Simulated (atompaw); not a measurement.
# Pseudopotential generation for zinc: PAW (atompaw), PBE, non-relativistic.

zinc, PAW, made with atompaw 4.2.0.5 (PBE, non-relativistic). Core [Ne], reference 3s2 3p6 3d10 4s1 4p1. Waves: 3s (bound): rc 1.05 bohr; 4s (bound): rc 1.15 bohr; 3p (bound): rc 1.10 bohr; 4p (bound): rc 1.15 bohr; 3d (bound): rc 1.15 bohr; 3d channel at 3.2 Ry: rc 1.15 bohr. Local part: ultrasoft scheme with l = 3 at -0.5 Ry, radius 1.05 bohr. Core correction: smooth core density matched at 1.00 bohr. Augmentation charge: sinc compensation charge, radius 1.05 bohr; PAW radius 1.15 bohr; waves and projectors: custom polynom2 7 10 vanderbiltortho.

All-electron outer shells of the reference configuration (PBE, non-relativistic, ld1.x):

| shell | level (eV) | outermost node (bohr) | outermost maximum (bohr) |
| --- | --- | --- | --- |
| 2p | -999.90 | – | 0.15 |
| 3s | -127.20 | 0.28 | 0.60 |
| 3p | -84.54 | 0.25 | 0.60 |
| 3d | -12.69 | – | 0.56 |
| 4s | -7.18 | 0.86 | 2.09 |
| 4p | -2.11 | 0.93 | 2.89 |

Calculated quality:

| Item | Value |
| --- | --- |
| Ghost test | no extra level below or beside the all-electron valence levels (s, p, d, f tested) (spherical-Bessel basis up to 400 Ry, 20 bohr box) |
| Lowest eigenvalue of the overlap operator | 0.78 (s channel) |
| Overlap eigenvalues printed by atompaw (projector basis) | 1.36, 2.83, 5.96, 171, 2.59e+04, 9.06e+04 |
| Share of each valence orbital outside the PAW sphere | 3s 6 %, 4s 96 %, 3p 8 %, 4p 99 %, 3d 24 % |

Generation and tests took about 10 s on one core of a shared server CPU.
